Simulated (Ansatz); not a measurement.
`CC[Si](N)(O)Br` + `[SiH3][AlH][Br]` → `[CH3][Al]([SiH3])[Br]` + `C[Si](N)(O)Br`  (formal exchange of groups at a C–C bond)

Program: Ansatz. Geometries: PBE0-D4/def2-TZVP. ΔE: electronic, gas phase. CCSD(T)/CBS is the MP2 limit (def2-TZVPP, def2-QZVPP) plus CCSD(T) − MP2 in def2-TZVPP, frozen cores. DFT in def2-TZVPP. For Br outer-core shells are correlated without core-valence functions, which leaves a few kJ/mol of doubt a bond. Scalar relativity is left out up to krypton. One conformer a species, not always the lowest.

| species | PBE0 energy (Eh) |
| --- | --- |
| `CC[Si](N)(O)Br` | -3074.24924 |
| `[SiH3][AlH][Br]` | -3108.01157 |
| `[CH3][Al]([SiH3])[Br]` | -3147.30964 |
| `C[Si](N)(O)Br` | -3034.97564 |

Problem. Work out ΔE.

Solution. ΔE = (-3147.30964) + (-3034.97564) − (-3074.24924) − (-3108.01157) = -0.02447 Eh = -64.2 kJ/mol. CCSD(T)/CBS gives -61.4 kJ/mol.

Largest T1 diagnostic among the species: 0.010.

In def2-TZVPP, CCSD(T) changes the Hartree–Fock value by −3.9 kJ/mol (the triples alone add −0.8 kJ/mol) and MP2 by −6.7 kJ/mol. The D4 term adds +3.0 kJ/mol with B3LYP and +1.6 kJ/mol with PBE0; it sums over pairs of atoms, weighted by their polarisabilities, and B3LYP, whose exchange is more repulsive, gets the larger term.

B3LYP here is the variant with VWN-RPA as its local correlation; programs differ in this.
